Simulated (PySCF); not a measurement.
Sn(F)2(OH)(NH2) (F2H3NOSn), SMILES [NH2][Sn]([F])([OH])[F]. Atoms are numbered in the order given.

```xyz
8

N      1.9902     0.2600    -0.4460
Sn     0.0156     0.0102    -0.0073
O     -0.9798     1.6568    -0.4944
F     -0.3635    -0.4842     1.8475
F     -0.7184    -1.5111    -0.9754
H      2.2519     1.2271    -0.2003
H      2.5486    -0.3580     0.1620
H     -1.9375     1.5051    -0.3650
```
Charge 0, spin multiplicity 1.

Geometry optimised at PBE-D3(BJ)/def2-SVP. The geometry has at least one imaginary mode, so it is a saddle point at that level. The structure was generated by enumeration; whether it is a known compound was not checked. The def2 effective core potentials stand for the cores of Sn; spin–orbit coupling is left out. The values are those of a single conformer.

The numbers are results of PBE-D3(BJ)/def2-SVP (PySCF 2.14.0), not measurements.

Frequencies are harmonic and unscaled.

| mode | ν (cm⁻¹) | IR (km/mol) | moving atoms (share of kinetic energy) |
|---|---|---|---|
| 1 | 68i | 34.3 | H 74 %, F 19 % |
| 2 | 118 | 25.6 | H 59 %, O 16 %, F 13 %, N 10 % |
| 3 | 140 | 22.4 | H 40 %, N 30 %, O 18 %, F 9 % |
| 4 | 157 | 11.6 | N 36 %, F 26 %, H 25 %, Sn 11 % |
| 5 | 169 | 27.5 | F 63 %, Sn 15 %, O 13 % |
| 6 | 176 | 47.4 | F 50 %, O 23 %, Sn 16 %, H 9 % |
| 7 | 181 | 55.8 | F 38 %, O 36 %, Sn 12 %, H 12 % |
| 8 | 535 | 36.9 | N 72 %, H 11 %, F 8 % |
| 9 | 604 | 77.0 | F 56 %, O 23 %, Sn 10 % |
| 10 | 617 | 47.3 | F 64 %, O 20 %, Sn 15 % |
| 11 | 626 | 67.2 | F 44 %, O 39 %, Sn 17 % |
| 12 | 681 | 59.9 | H 76 %, N 18 % |
| 13 | 855 | 19.1 | H 93 % |
| 14 | 900 | 61.0 | H 91 % |
| 15 | 1485 | 13.5 | H 92 % |
| 16 | 3394 | 25.5 | H 96 % |
| 17 | 3496 | 21.5 | H 92 %, N 8 % |
| 18 | 3700 | 78.8 | H 94 % |
